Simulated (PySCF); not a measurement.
Atomic charges against the basis set

Species: C4H5FO2.
Atom-mapped SMILES: `[O:1]=[CH:2][C@@H:3]([F:4])[C@H:5]1[CH2:6][O:7]1` (hydrogens: H8 on C2; H9 on C3; H10 on C5; H11, H12 on C6)

Structure used (PBE0-D3(BJ)/def2-SVP), in Å, numbered top down from 1:
```
atom  x, y, z in Å
O1    -0.8320    1.9670   -0.4362
C2    -1.4294    0.9838   -0.1004
C3    -0.7667   -0.2208    0.5478
F4    -1.7190   -1.1943    0.7152
C5     0.3909   -0.7425   -0.2567
C6     1.6598   -0.0199   -0.2752
O7     1.5063   -1.2153    0.4575
H8    -2.5378    0.8723   -0.2223
H9    -0.3873    0.0857    1.5404
H10    0.0950   -1.3440   -1.1275
H11    1.7620    0.9000    0.3130
H12    2.2936   -0.0782   -1.1682
```

PBE0 throughout (PySCF), one geometry, spherical d and f functions. The structure is a single PBE0-D3(BJ)/def2-SVP conformer in the gas phase; no vibrational or solvent corrections. The first 7 of 12 kinds of atom are listed.

Mulliken charges (e):

```csv
basis,functions,O1,C2,C3,F4,C5,C6,O7
STO-3G,40,-0.172,+0.092,+0.017,-0.107,-0.016,-0.090,-0.177
6-31G,73,-0.357,+0.175,+0.098,-0.339,+0.001,-0.127,-0.454
pcSseg-0,73,-0.433,+0.237,+0.027,-0.381,-0.050,-0.099,-0.599
6-31G*,108,-0.355,+0.173,+0.139,-0.347,+0.030,-0.148,-0.440
cc-pVDZ,123,-0.184,+0.144,+0.190,-0.227,-0.027,+0.118,-0.259
def2-SVP,123,-0.197,+0.121,+0.265,-0.260,-0.053,+0.148,-0.324
aug-cc-pVDZ,206,-0.535,+0.657,+0.641,-0.522,+0.858,+0.988,-0.625
"6-311+G(2d,p)",219,-0.325,+0.160,+0.043,-0.264,+0.161,-0.165,-0.310
def2-TZVP,247,-0.250,+0.054,+0.189,-0.212,+0.016,-0.070,-0.300
cc-pVTZ,280,-0.232,+0.103,+0.188,-0.207,-0.005,-0.037,-0.259
IGLO-III,295,-0.383,+0.256,+0.102,-0.258,+0.088,-0.063,-0.274
pcSseg-2,322,-0.344,+0.231,+0.352,-0.299,+0.061,+0.144,-0.403
```

IAO charges (e):

```json
{"basis": "STO-3G", "functions": "40", "O1": "-0.167", "C2": "+0.072", "C3": "-0.021", "F4": "-0.129", "C5": "-0.050", "C6": "-0.153", "O7": "-0.202"}
{"basis": "6-31G", "functions": "73", "O1": "-0.341", "C2": "+0.209", "C3": "+0.090", "F4": "-0.296", "C5": "+0.022", "C6": "-0.110", "O7": "-0.372"}
{"basis": "pcSseg-0", "functions": "73", "O1": "-0.332", "C2": "+0.209", "C3": "+0.079", "F4": "-0.286", "C5": "+0.020", "C6": "-0.096", "O7": "-0.375"}
{"basis": "6-31G*", "functions": "108", "O1": "-0.364", "C2": "+0.252", "C3": "+0.114", "F4": "-0.307", "C5": "+0.049", "C6": "-0.078", "O7": "-0.388"}
{"basis": "cc-pVDZ", "functions": "123", "O1": "-0.357", "C2": "+0.249", "C3": "+0.113", "F4": "-0.310", "C5": "+0.049", "C6": "-0.081", "O7": "-0.383"}
{"basis": "def2-SVP", "functions": "123", "O1": "-0.358", "C2": "+0.252", "C3": "+0.114", "F4": "-0.311", "C5": "+0.052", "C6": "-0.071", "O7": "-0.388"}
{"basis": "aug-cc-pVDZ", "functions": "206", "O1": "-0.376", "C2": "+0.260", "C3": "+0.115", "F4": "-0.323", "C5": "+0.051", "C6": "-0.081", "O7": "-0.404"}
{"basis": "6-311+G(2d,p)", "functions": "219", "O1": "-0.377", "C2": "+0.261", "C3": "+0.113", "F4": "-0.324", "C5": "+0.051", "C6": "-0.081", "O7": "-0.405"}
{"basis": "def2-TZVP", "functions": "247", "O1": "-0.377", "C2": "+0.262", "C3": "+0.117", "F4": "-0.323", "C5": "+0.052", "C6": "-0.080", "O7": "-0.404"}
{"basis": "cc-pVTZ", "functions": "280", "O1": "-0.374", "C2": "+0.260", "C3": "+0.116", "F4": "-0.321", "C5": "+0.051", "C6": "-0.082", "O7": "-0.400"}
{"basis": "IGLO-III", "functions": "295", "O1": "-0.378", "C2": "+0.261", "C3": "+0.115", "F4": "-0.324", "C5": "+0.051", "C6": "-0.081", "O7": "-0.405"}
{"basis": "pcSseg-2", "functions": "322", "O1": "-0.377", "C2": "+0.262", "C3": "+0.116", "F4": "-0.323", "C5": "+0.051", "C6": "-0.080", "O7": "-0.404"}
```

Which scheme is steadiest as the basis changes?

Largest range over the bases for any column: IAO 0.21 e, Mulliken 1.15 e. IAO charges move least and Mulliken charges most, counted in e. Without the minimal STO-3G basis the ranges are IAO 0.05, Mulliken 1.15 e.

How much do the charges still move between the two largest bases, IGLO-III and pcSseg-2?

At most, over all atoms: Mulliken 0.250 e, IAO 0.002 e.

What do the same runs give for the total energy, the frontier levels and the dipole moment?

```tsv
basis	energy (Eh)	HOMO (eV)	LUMO (eV)	μ (D)
STO-3G	-399.8290	-4.48	2.10	0.57
6-31G	-405.0739	-7.88	-1.44	1.09
pcSseg-0	-404.2335	-8.04	-1.59	1.24
6-31G*	-405.2079	-7.69	-1.12	0.75
cc-pVDZ	-405.2419	-7.72	-1.19	0.70
def2-SVP	-404.9139	-7.87	-1.34	0.78
aug-cc-pVDZ	-405.2764	-8.01	-1.60	0.69
6-311+G(2d,p)	-405.3447	-8.06	-1.62	0.73
def2-TZVP	-405.3829	-8.00	-1.52	0.67
cc-pVTZ	-405.3654	-7.94	-1.44	0.66
IGLO-III	-405.3881	-8.03	-1.59	0.69
pcSseg-2	-405.3814	-8.05	-1.59	0.72
```

The dipole is fixed by the density alone, so its range of 0.67 D shows that the density itself changes with the basis, not only its division among atoms.
